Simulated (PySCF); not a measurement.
CH₄ClFOSi₂, SMILES F[Si@H]1OC[Si@@H]1Cl. Atoms are numbered in the order given.

```xyz
10

F      2.6393    -0.7262    -0.4011
Si     1.3937    -0.0411     0.3918
O      1.0306     1.4820    -0.2208
C     -0.2492     1.4056    -0.8997
Si    -0.7341    -0.4209    -0.4918
Cl    -2.3205    -0.5716     0.8502
H      1.7921    -0.0134     1.8196
H     -0.1225     1.6152    -1.9761
H     -0.9418     2.1540    -0.4812
H     -1.0175    -1.3234    -1.6406
```
Charge 0, spin multiplicity 1.

Geometry: B3LYP-D3(BJ)/def2-SVP. The structure was generated by enumeration; whether it is a known compound was not checked.

Two levels are set side by side: PBE/pcSseg-1 (PySCF) and KT2/pcSseg-1 (PySCF). GIAO shifts against CFCl3 (¹⁹F), H2O (¹⁷O), HCl (³⁵Cl), TMS (²⁹Si), TMS (¹H), TMS (¹³C) at the same level; non-relativistic, no solvent, atoms listed together averaged. Without spin–orbit terms, shifts of atoms bonded to Cl or Br come out too high at both levels. Differences are taken from unrounded values.

```csv
quantity,KT2,PBE,PBE minus KT2
δ(¹⁹F) of F1 (ppm),-155.8,-149.4,6.4
δ(²⁹Si) of Si2 (ppm),30.6,27.5,-3.1
δ(¹⁷O) of O3 (ppm),147.6,148.8,1.3
δ(¹³C) of C4 (ppm),76.0,77.1,1.2
δ(²⁹Si) of Si5 (ppm),41.8,41.7,-0.1
δ(³⁵Cl) of Cl6 (ppm),-13.4,-15.6,-2.2
δ(¹H) of H7 (ppm),6.16,6.20,0.04
δ(¹H) of H10 (ppm),6.61,6.64,0.03
```

Rough cost on one machine, each run with all the roots and properties that it gave: KT2 against PBE within a factor of 2.
